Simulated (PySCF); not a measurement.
Er(58+) (erbium, charge +58): Hartree-Fock from Schrödinger to Dirac-Coulomb-Breit

Occupied: 1s1/2, 2s1/2, 2p1/2, 2p3/2. Hartree-Fock calculated with PySCF 2.14 in an uncontracted even-tempered set (16 s from 13 bohr⁻², ratio 2.7; 13 p from 15 bohr⁻², ratio 2.7), Gaussian nucleus throughout. NR is non-relativistic, sf-X2C the spin-free one-electron X2C Hamiltonian, X2C adds the bare one-electron spin-orbit term, X2C-SNSO screens it by Boettger's factors, DC is four-component Dirac-Coulomb, and the Gaunt and Breit terms are added at first order (total energies over the DC spinors, levels after relaxing the spinors in that mean field). QED terms are absent. Levels marked empty are virtual spinors of this ion.

```
Hamiltonian  E (hartree)  E − E(DC) (hartree)  CPU seconds
         NR   -8666.5997             520.8577         0.26
     sf-X2C   -9174.8299              12.6275         0.18
        X2C   -9184.1248               3.3327         0.18
   X2C-SNSO   -9183.5522               3.9052         0.18
         DC   -9187.4574               0.0000           11
   DC+Gaunt   -9176.6881              10.7694           20
   DC+Breit   -9177.6246               9.8328           58
```

| level (eV) | NR | sf-X2C | X2C | X2C-SNSO | DC | DC+Gaunt | DC+Breit |
| --- | --- | --- | --- | --- | --- | --- | --- |
| 1s1/2 | -58592.3 | -62575.1 | -62564.7 | -62565.3 | -62631.4 | -62453.0 | -62464.7 |
| 2s1/2 | -13171.2 | -14310.2 | -14307.6 | -14307.8 | -14316.8 | -14297.7 | -14299.0 |
| 2p1/2 | -12821.1 | -13214.5 | -13912.5 | -13888.9 | -13894.8 | -13861.1 | -13864.5 |
| 2p3/2 | -12821.1 | -13214.5 | -12925.7 | -12933.8 | -12940.1 | -12917.3 | -12920.7 |
| 3s1/2 (empty) | -5450.9 | -5814.0 | -5813.6 | -5813.6 | -5815.8 | -5810.6 | -5811.2 |
| 3p1/2 (empty) | -5338.4 | -5498.0 | -5683.5 | -5677.3 | -5678.9 | -5670.1 | -5671.3 |
| 3p3/2 (empty) | -5338.4 | -5498.0 | -5420.2 | -5422.4 | -5423.7 | -5417.8 | -5419.1 |

| interval (eV) | X2C | X2C-SNSO | DC | DC+Gaunt | DC+Breit |
| --- | --- | --- | --- | --- | --- |
| 2p3/2 − 2p1/2 | 986.8 | 955.1 | 954.7 | 943.8 | 943.8 |
| 3p3/2 − 3p1/2 | 263.3 | 254.9 | 255.2 | 252.2 | 252.2 |

Weight of the small component: 1s1/2 0.0649, 2s1/2 0.0150, 2p1/2 0.0149, 2p3/2 0.0138, 3s1/2 0.00594, 3p1/2 0.00585, 3p3/2 0.00557.

Koopmans' value for the highest occupied level at DC+Breit: 12920.7 eV, against an ionisation energy of 12918 ± 6 eV (theoretical estimate listed by NIST; NIST Atomic Spectra Database, ionization energies); the former lacks relaxation, correlation, QED and recoil.

The whole ladder took 92 s of wall time on 1 thread of Intel(R) Xeon(R) Platinum 8223CL CPU @ 3.00GHz (shared host), launched as `OMP_NUM_THREADS=1 python relrun2.py TASK.json OUT` (a driver that calls PySCF for each Hamiltonian).
